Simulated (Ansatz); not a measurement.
# Worked example: C2H7NSi → C2H3N + SiH4

Species: C2H7NSi `CN(C)[SiH]`, singlet; C2H3N `[C-]#[N+]C`, singlet; SiH4 (silane) `[SiH4]`, singlet. 

Shapes, held fixed at every level: PBE0-D4/def2-TZVP. Flexible molecules stand in one conformer, not always the lowest. Programs: Ansatz 0.2.0. The zero-point and thermal change to 298 K, harmonic and unscaled (PBE0-D4/def2-TZVP), is -31.1 kJ/mol.

At CCSD(T)/CBS estimate; 1 Eh = 2625.50 kJ/mol:

| species | energy (Eh) |
| --- | --- |
| C2H7NSi | -424.063483 |
| C2H3N | -132.556528 |
| SiH4 | -291.463062 |

**Question.** Work out ΔH(298 K) of the reaction at this level.

**Answer.** 
1. Products less reactants: (-132.556528) + (-291.463062) − [(-424.063483)] = 0.043893 Eh = +115.2 kJ/mol.
2. With the thermal change: +115.2 + (-31.1) = +84.1 kJ/mol.

Other levels give +7.1 (HF/def2-TZVPP) to +163.1 kJ/mol (SPW92/def2-TZVPP). No measured value is set beside it here. The CBS estimate extrapolates MP2 from def2-TZVPP and def2-QZVPP and adds CCSD(T) − MP2 in the triple-zeta set, cores frozen.
